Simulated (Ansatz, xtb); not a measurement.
This triplet is an excited state, 1.14 eV above the relaxed singlet at the level frozen-core CCSD(T)/cc-pVTZ // B3LYP-D3(BJ)/def2-TZVP (Ansatz, an electronic-structure program).

Species: C₂H₆Si, SMILES `C[Si]C` (excited triplet) (charge 0, multiplicity 3).

Give a relaxed geometry from GFN2-xTB run with xtb.

the end point of this relaxation (outside a Z-matrix the atoms follow the SMILES, hydrogens last).
Bonds (Å): C1–Si2 1.914, C1–H4 1.084, C1–H5 1.088, C1–H6 1.088, Si2–C3 1.914, C3–H7 1.088, C3–H8 1.084, C3–H9 1.088. Angles (°): Si2–C1–H4 110.7, Si2–C1–H5 110.7, Si2–C1–H6 110.7, H4–C1–H5 108.2, H4–C1–H6 108.2, H5–C1–H6 108.2, C1–Si2–C3 117.4, Si2–C3–H7 110.7, Si2–C3–H8 110.7, Si2–C3–H9 110.7, H7–C3–H8 108.2, H7–C3–H9 108.2, H8–C3–H9 108.2.
